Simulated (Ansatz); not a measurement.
SiH2 (SMILES [SiH2]) at its CCSD(T)/cc-pV(Q+d)Z minimum, average atomic masses, point group C2v.
(charge 0, multiplicity 1):
```xyz
3

Si    -0.00023     0.07033     0.00000
H     -1.09079    -0.98342     0.00000
H      1.09727    -0.97619     0.00000
```

Frozen-core correlation.

Run with Ansatz (Gaussian basis) for Hartree–Fock, density functionals and correlated methods. 

Harmonic frequencies (cm⁻¹): 1022 2075 2077.

### Question
Work out the rotational constants, the zero-point energy, and the ideal-gas entropy and heat capacity at 298.15 K and 1 bar (rigid rotor, harmonic oscillator).

### Answer

Principal moments 2.074, 2.413, 4.487 u Å² give 16.8576/I = 8.127, 6.986, 3.757 cm⁻¹. Zero point: Σω/2 = 2587 cm⁻¹ = 7.40 kcal/mol. Translation R(1.5 ln M + 2.5 ln T − 1.1517) with M = 30.101 u: 151.32 J/(mol K). Rotation with σ = 2: q = 181.0, S = R(ln q + 3/2) = 55.70. Vibration, summed over R(u/(eᵘ − 1) − ln(1 − e⁻ᵘ)) with u = 1.43878ω/T: 0.37, of which the lowest mode gives 0.36. S° = 207.4 J/(mol K); C_p = 4R + 1.55 = 34.81 J/(mol K).

Doubts at one or more of the structures used: a restricted determinant that unrestricted orbitals would lower (CCSD(T)/cc-pV(Q+d)Z).

Ansatz is an electronic-structure program.
